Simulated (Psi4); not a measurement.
CH9AlO2Si2 (SMILES [CH3][Al]([O][SiH3])[O][SiH3]), singlet, geometry from GFN2-xTB (such geometries of metal compounds can be far from the true shape); SVWN/6-31G in Psi4 1.11.

Here is a job for Psi4.
```
memory 2 GB

molecule mol {
0 1
  Al    0.328227    0.517411    0.468922
  C     1.168480    1.860372    1.665972
  H     1.792393    1.382469    2.420049
  H     0.413247    2.460184    2.173924
  H     1.792076    2.553553    1.101008
  O    -0.785728    0.988621   -0.698016
  Si   -1.870818    1.391488   -1.842135
  H    -3.197806    1.074849   -1.309426
  H    -1.564414    0.618294   -3.046731
  H    -1.713334    2.830477   -2.071669
  O     0.708594   -1.115714    0.587127
  Si    1.042573   -2.706457    0.660993
  H    -0.195330   -3.400072    1.022183
  H     2.068555   -2.865527    1.695794
  H     1.539281   -3.116498   -0.653854
}

set basis 6-31g
set reference rks

energy('svwn')
print_variables()
```

**Question.** What does Psi4 print? Leave out banner, timings and long lists.

**Answer.** 
```
   => Loading Basis Set <=

    Name: 6-31G
    Role: ORBITAL
    Keyword: BASIS

         ---------------------------------------------------------
                                   SCF
               by Justin Turney, Rob Parrish, Andy Simmonett
                          and Daniel G. A. Smith
                              RKS Reference
         ---------------------------------------------------------

  ==> Geometry <==

    Molecular point group: c1
    Full point group: C1

    Geometry (in Angstrom), charge = 0, multiplicity = 1:

       Center              X                  Y                   Z               Mass
    ------------   -----------------  -----------------  -----------------  -----------------
         AL           0.332533682047     0.524667571875     0.475045627985    26.981538530000
         C            1.172786682047     1.867628571875     1.672095627985    12.000000000000
         H            1.796699682047     1.389725571875     2.426172627985     1.007825032230
         H            0.417553682047     2.467440571875     2.180047627985     1.007825032230
         H            1.796382682047     2.560809571875     1.107131627985     1.007825032230
         O           -0.781421317953     0.995877571875    -0.691892372015    15.994914619570
         SI          -1.866511317953     1.398744571875    -1.836011372015    27.976926534650
         H           -3.193499317953     1.082105571875    -1.303302372015     1.007825032230
         H           -1.560107317953     0.625550571875    -3.040607372015     1.007825032230
         H           -1.709027317953     2.837733571875    -2.065545372015     1.007825032230
         O            0.712900682047    -1.108457428125     0.593250627985    15.994914619570
         SI           1.046879682047    -2.699200428125     0.667116627985    27.976926534650
         H           -0.191023317953    -3.392815428125     1.028306627985     1.007825032230
         H            2.072861682047    -2.858270428125     1.701917627985     1.007825032230
         H            1.543587682047    -3.109241428125    -0.647730372015     1.007825032230

  Running in c1 symmetry.

  Rotational constants: A =      0.07978  B =      0.02909  C =      0.02173 [cm^-1]
  Rotational constants: A =   2391.60198  B =    872.07321  C =    651.37694 [MHz]
  Nuclear repulsion =  413.900130576723370

  Charge       = 0
  Multiplicity = 1
  Electrons    = 72
  Nalpha       = 36
  Nbeta        = 36

  ==> Algorithm <==

  SCF Algorithm Type is DF.
  DIIS enabled.
  MOM disabled.
  Fractional occupation disabled.
  Guess Type is SAD.
  Energy threshold   = 1.00e-06
  Density threshold  = 1.00e-06
  Integral threshold = 1.00e-12

  ==> Primary Basis <==

  Basis Set: 6-31G
    Blend: 6-31G
    Number of shells: 54
    Number of basis functions: 84
    Number of Cartesian functions: 84
    Spherical Harmonics?: false
    Max angular momentum: 1

  ==> DFT Potential <==

   => LibXC <=

    Version 7.1.2
    S. Lehtola, C. Steigemann, M. J. T. Oliveira, and M. A. L. Marques,  SoftwareX 7, 1–5 (2018) (10.1016/j.softx.2017.11.002)

   => Composite Functional: SVWN <=

    Slater exchange
    Vosko, Wilk & Nusair (VWN5_RPA)
    P. A. M. Dirac,  Math. Proc. Cambridge Philos. Soc. 26, 376 (1930) (10.1017/S0305004100016108)
    F. Bloch,  Z. Phys. 57, 545 (1929) (10.1007/BF01340281)
    S. H. Vosko, L. Wilk, and M. Nusair,  Can. J. Phys. 58, 1200 (1980) (10.1139/p80-159)

    Deriv               =              1
    GGA                 =          FALSE
    Meta                =          FALSE

    Exchange Hybrid     =          FALSE
    MP2 Hybrid          =          FALSE

   => Exchange Functionals <=

    1.0000         XC_LDA_X

   => Correlation Functionals <=

    1.0000   XC_LDA_C_VWN_RPA

   => LibXC Density Thresholds  <==

    XC_LDA_C_VWN_RPA:  1.00E-15
    XC_LDA_X:  1.00E-15

   => Molecular Quadrature <=

    Radial Scheme          =       TREUTLER
[...]
  ==> MemDFJK: Density-Fitted J/K Matrices <==

    J tasked:                   Yes
    K tasked:                    No
    wK tasked:                   No
    Algorithm:                 Core
    Schwarz Cutoff:           1E-12
    Mask sparsity (%):       8.2766
    Fitting Condition:        1E-10

   => Auxiliary Basis Set <=

  Basis Set: (6-31G AUX)
    Blend: CC-PVDZ-JKFIT
    Number of shells: 261
    Number of basis functions: 858
    Number of Cartesian functions: 858
    Spherical Harmonics?: false
    Max angular momentum: 3

  Minimum eigenvalue in the overlap matrix is 1.6969235762E-02.
  Reciprocal condition number of the overlap matrix is 3.5805485880E-03.
    Using symmetric orthogonalization.

  ==> Pre-Iterations <==

  SCF Guess: Superposition of Atomic Densities via on-the-fly atomic UHF (no occupation information).

   -------------------------
    Irrep   Nso     Nmo
   -------------------------
     A         84      84
   -------------------------
    Total      84      84
   -------------------------

  ==> Iterations <==

                           Total Energy        Delta E     RMS |[F,P]|

   @DF-RKS iter SAD: -1011.12718485914104   -1.01113e+03   0.00000e+00
   @DF-RKS iter   1: -1011.01567196898282    1.11513e-01   1.67431e-02 DIIS/ADIIS
   @DF-RKS iter   2: -1006.24447137796244    4.77120e+00   3.85102e-02 DIIS/ADIIS
   @DF-RKS iter   3: -1011.72689348722906   -5.48242e+00   6.13067e-03 DIIS/ADIIS
   @DF-RKS iter   4: -1011.81529620553135   -8.84027e-02   4.66075e-03 DIIS/ADIIS
   @DF-RKS iter   5: -1011.89296450322422   -7.76683e-02   3.64070e-04 DIIS/ADIIS
   @DF-RKS iter   6: -1011.89376557293940   -8.01070e-04   1.56257e-04 DIIS/ADIIS
   @DF-RKS iter   7: -1011.89384506075191   -7.94878e-05   7.91097e-05 DIIS
   @DF-RKS iter   8: -1011.89386167699683   -1.66162e-05   1.61258e-05 DIIS
   @DF-RKS iter   9: -1011.89386241257785   -7.35581e-07   3.31937e-06 DIIS
   @DF-RKS iter  10: -1011.89386246139247   -4.88146e-08   8.50993e-07 DIIS
  Energy and wave function converged.

  ==> Post-Iterations <==

   Electrons on quadrature grid:
      Ntotal   =   72.0000093682 ; deviation = 9.368e-06

    Orbital Energies [Eh]
    ---------------------

    Doubly Occupied:

[...]
    Virtual:

[...]
    Final Occupation by Irrep:
              A
    DOCC [    36 ]
    NA   [    36 ]
    NB   [    36 ]

  @DF-RKS Final Energy: -1011.89386246139247

   => Energetics <=

    Nuclear Repulsion Energy =            413.9001305767233703
    One-Electron Energy =               -2228.6592289329641972
    Two-Electron Energy =                 885.9824044293577572
    DFT Exchange-Correlation Energy =     -83.1171685345093749
    Empirical Dispersion Energy =           0.0000000000000000
    VV10 Nonlocal Energy =                  0.0000000000000000
    Total Energy =                      -1011.8938624613924731

Computation Completed

Properties will be evaluated at   0.000000,   0.000000,   0.000000 [a0]

Properties computed using the SCF density matrix

 Multipole Moments:

 ------------------------------------------------------------------------------------
     Multipole            Electronic (a.u.)      Nuclear  (a.u.)        Total (a.u.)
 ------------------------------------------------------------------------------------

 L = 1.  Multiply by 2.5417464519 to convert [e a0] to [Debye]
 Dipole X            :         -0.5675284            0.5859627            0.0184343
 Dipole Y            :         -0.9318779            0.9873199            0.0554419
 Dipole Z            :         -0.7978766            0.8331750            0.0352984
 Magnitude           :                                                    0.0682613

 ------------------------------------------------------------------------------------

  Variable Map:
  ----------------------------------------------------------------------------
[...]
  Array Variable Map:
  ----------------------------------------------------------------------------
[...]
[...]
```
